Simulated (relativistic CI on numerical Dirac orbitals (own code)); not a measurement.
## What each ingredient does to the levels of Zr XXV

Base calculation: Dirac-Coulomb-Breit CI, separate exchange-only KLI orbitals for each configuration, QED by a radiative potential, unscaled Slater integrals.

Configurations in the expansion (outside the closed core [Ne]): 3s2 3p4, 3s 3p5, 3s2 3p3 3d, 3p6, 3s 3p4 3d, 3p5 3d, 3s 3p3 3d2, 3s2 3p2 3d 4p, 3p5 4s, 3s2 3p3 4s, 3s 3p3 3d 4s, 3p5 4p, 3s2 3p3 4p, 3s2 3p3 4d, 3s 3p4 4s, 3p4 3d 4p, 3s2 3p3 4f, 3s 3p4 4p, 3s 3p4 4d, 3s 3p4 4f, 3s2 3p3 5s, 3s2 3p3 5p, 3s2 3p3 5d, 3s2 3p2 4s 4p, 3s2 3p3 5f, 3s2 3p3 5g, 3s 3p3 4s2, 3s 3p4 5s, 3s 3p4 5p, 3s2 3p2 3d2, 3s2 3p 3d3, 3s 3p2 3d3, 3s2 3p 3d2 4s, 3s2 3p 3d2 4p, 3s2 3p 3d2 4d, 3p4 3d2, 3p3 3d3, 3p3 3d2 4s, 3p3 3d2 4p, 3p3 3d2 4d, 3s2 3p2 3d 4s, 3s 3p2 3d2 4s, 3s2 3p 3d 4s2, 3s2 3p 3d 4s 4p, 3s2 3p 3d 4s 4d, 3p4 3d 4s, 3p3 3d 4s2, 3p3 3d 4s 4p, 3p3 3d 4s 4d, 3s2 3p2 4s2, 3s 3p2 3d 4s2, 3s2 3p 4s2 4p, 3s2 3p 4s2 4d, 3s2 3p2 4p2, 3s2 3p 3d 4p2, 3s 3p2 3d 4p2, 3s2 3p 4s 4p2, 3s2 3p 4p3, 3s2 3p 4p2 4d. Double excitations out of closed p, d and f shells are left out; levels of such configurations are missing from the list, as are those of other unlisted configurations, and high levels can miss mixing partners. These lack a partner that the ground configuration has and come out too high: 3s2 3p3 4f, 3s 3p4 4p, 3s 3p4 4d, 3s 3p4 4f, 3s2 3p3 5s.

Variants: (1) configuration mixing switched off; (2) QED terms removed. Shifts of the energy above 3s2 3p4 3P_2, in cm⁻¹, for the lowest level and the first level of each name with at least 55 % of one term (blank where a level changes its place among those of its configuration and J or its character, or is not in the variant):

| Level | Base | Δ(1) | Δ(2) |
| --- | --- | --- | --- |
| 3s2 3p4 3P_2 | 0 | 0 | 0 |
| 3s2 3p4 3P_0 | 61929 | +4812 | -8 |
| 3s2 3p4 3P_1 | 136160 | +929 | -297 |
| 3s2 3p4 1D_2 | 177899 | +3667 | -287 |
| 3s 3p5 3P°_2 | 687975 | +84457 | +2608 |
| 3s2 3p3 3d 5D°_1 | 850977 | -27761 | +483 |
| 3s2 3p3 3d 5D°_4 | 858171 | -15477 | +175 |
| 3s2 3p3 3d 3D°_1 | 947019 |  | +86 |
| 3s2 3p3 3d 1S°_0 | 956220 |  | +87 |
| 3s2 3p3 3d 3F°_3 | 967116 | -11891 | +51 |
| 3s2 3p3 3d 3F°_4 | 1012731 | -12934 | +13 |
| 3s2 3p3 3d 1G°_4 | 1031111 | -14330 | -8 |
| 3s2 3p3 3d 3G°_5 | 1041751 | -16096 | -57 |
| 3s2 3p3 3d 3P°_0 | 1086234 |  | +76 |
| 3s2 3p3 3d 3D°_2 | 1104044 |  | -2 |
| 3s2 3p3 3d 3S°_1 | 1190874 |  | +532 |
| 3s 3p4 3d 5D_3 | 1451428 | +15073 | +3243 |
| 3s 3p4 3d 5D_2 | 1453449 | +16506 | +3256 |
| 3s 3p4 3d 5D_4 | 1463625 | +14486 | +3182 |
| 3s 3p4 3d 5D_1 | 1466286 | +18840 | +3221 |
| 3s 3p4 3d 5D_0 | 1487397 | +24865 | +3115 |
| 3s 3p4 3d 5F_5 | 1531983 | -6960 | +3316 |

At this charge energies of transitions that change n are usually good to better than 1 %, and those within a shell (Δn = 0) to a few per cent.

Ionisation energy from the two ground configurations alone: base 1205.41 eV. The NIST ASD value (semi-empirical) is 1205.4 eV.

LS names give the leading component of a level, which can be under half, so a name can repeat, a term be missing and a line seem to break the LS rules.
